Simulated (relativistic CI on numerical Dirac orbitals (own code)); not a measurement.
Computed by Dirac-Coulomb-Breit CI, separate exchange-only KLI orbitals for each configuration, model QED, unscaled Slater integrals (own radial code, finite nucleus).

The strongest absorption lines from the ground level of an ion, among the configurations computed and to levels below about 946 eV (vacuum wavelength in Å, gf): 14.717 (0.0068), 21.956 (0.0084), 22.167 (0.031), 22.792 (0.006), 26.584 (0.82), 26.655 (1.3), 27.885 (0.64), 29.424 (0.15).

Which ion is it?
A. Pb⁵⁹⁺
B. Hf⁴⁹⁺
C. Ir⁵²⁺
D. Ir⁵⁴⁺

D. Ir⁵⁴⁺ has 23 electrons and the ground level 3s²3p⁶3d⁵ ²D5/2; the strongest line goes to 3s²3p⁵3d⁶ ²D°5/2. The pattern of lines fixes the number of electrons, and along that sequence the line energies rise steadily with the charge (about as its square where n changes within one kind of shell, about linearly where n is kept but much faster in heavy ions where fine structure, which grows about as Z⁴, sets the gap, and irregularly where shells cross), which fixes Z. Configurations outside the model, such as inner-shell arrays, can give stronger lines. At this charge energies of transitions that change n are usually good to better than 1 %, and those within a shell (Δn = 0) to a few per cent.

LS names give the leading component of a level, which can be under half, so a name can repeat, a term be missing and a line seem to break the LS rules.
